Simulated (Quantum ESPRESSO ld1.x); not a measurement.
Er XLII, 27 electrons, occupied as [Ar] 3d9 (the NIST ground configuration).

All-electron calculation, scalar-relativistic Kohn-Sham, revPBE, spin-unpolarised, spherical densities, point nucleus. Program: ld1.x of Quantum ESPRESSO 7.5.

Energy parts (eV):
part                     energy
total                 -325288.9
kinetic                354926.6
electron-nucleus      -737927.1
Hartree                 63334.2
exchange-correlation    -5622.6

Orbitals (lengths in bohr, moments of r in powers of bohr; r(max) is where P^2 peaks):
| orbital | occ. | eigenvalue (eV) | <r^4> | r(max) | <r> | <1/r> |
|---|---|---|---|---|---|---|
| 1s | 2 | -59368.4 | 8.630e-07 | 0.013 | 0.02036 | 77.59 |
| 2s | 2 | -11583.5 | 0.0001324 | 0.073 | 0.08622 | 18.11 |
| 2p | 6 | -10475.7 | 0.0001003 | 0.060 | 0.07646 | 16.72 |
| 3s | 2 | -3975.46 | 0.004504 | 0.204 | 0.2198 | 6.851 |
| 3p | 6 | -3637.22 | 0.004610 | 0.200 | 0.2176 | 6.421 |
| 3d | 9 | -3234.82 | 0.003389 | 0.162 | 0.1956 | 6.096 |
| 4s | 0 | -1959.76 | 0.06176 | 0.430 | 0.4343 | 3.401 |
| 4p | 0 | -1829.34 | 0.06809 | 0.441 | 0.4420 | 3.224 |

The highest occupied level is 3d at -3234.8 eV. Summed over all electrons, <r^2> = 0.9007 bohr^2, which gives a Langevin (diamagnetic) susceptibility term of -0.713 x 10^-6 cm^3/mol. For comparison, the ionisation energy in NIST's Atomic Spectra Database is 3265 eV (theoretical). In exact Kohn-Sham theory the highest level is minus the ionisation energy, but local and semilocal functionals leave it too shallow, through self-interaction and a potential that decays too fast; potentials with the right tail come closer.

Beside tabulated values, note that spin-unpolarised runs miss the spin-polarisation part of the exchange energy of open shells.
